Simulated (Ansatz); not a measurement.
Input file for Ansatz (a quantum-chemistry and plane-wave program): R-PBE0/def2-TZVPP on silylphosphine (SMILES [SiH3]P), a point of a torsion scan.

Ansatz 0.2 input:
```yaml
crystal:
  periodic: [false, false, false]
  atoms:
    - {symbol: Si, position_ang: [-0.83295890, 0.04972472, -0.03663083]}
    - {symbol: P, position_ang: [1.39842147, -0.13819394, -0.01500416]}
    - {symbol: H, position_ang: [-1.46576514, -0.89101514, -0.96347254]}
    - {symbol: H, position_ang: [-1.17986227, 1.41880237, -0.41550361]}
    - {symbol: H, position_ang: [-1.28481273, -0.23780104, 1.32404594]}
    - {symbol: H, position_ang: [1.60728929, 0.59336373, -1.16992999]}
    - {symbol: H, position_ang: [1.45397028, -1.34084081, -0.69364345]}
basis:
  gaussian:
    orbitals: def2-TZVPP
hamiltonian:
  xc: {name: PBE0}
scf: {lower_state_search: off}
```

The log:

```
WARN ansatz: RAYON_NUM_THREADS=1 ignored (pool sized by the plan → 1); use --threads N
Functional definition: PBE0
these checks for a lower state are left out or cut short: stability, starts, cluster_reference, orbital_swaps, neighbouring_geometries, increment
integrals: 0.06 GiB planned
886 factors; their error is unknown
mean field: 0.55 GiB planned
mean field evaluation 1: about -17240.5695 eV, gradient 1.4e1 eV
mean field evaluation 2: about -17240.9626 eV, gradient 8.9e0 eV
mean field evaluation 4: about -17241.1568 eV, gradient 3.6e-1 eV
mean field evaluation 8: about -17241.1755 eV, gradient 6.9e-3 eV
mean field -17241.17547479 eV, -633.6015122100 hartree, gradient 1.6e-6 eV, S^2 0.000000; 0 other end points of the search recorded, 0 dependent functions left out
reference -17241.17550439 eV, -633.6015132978 hartree; 17, 17 occupied and 137, 137 virtual orbitals, 886 factors
Total energy: -17241.17550439 eV, -633.6015132978 hartree
Checks for a lower state left out: stability, starts, cluster_reference, orbital_swaps, neighbouring_geometries, increment
```

The calculation finished and met its thresholds.

Cost: very roughly 2.0 core-seconds.
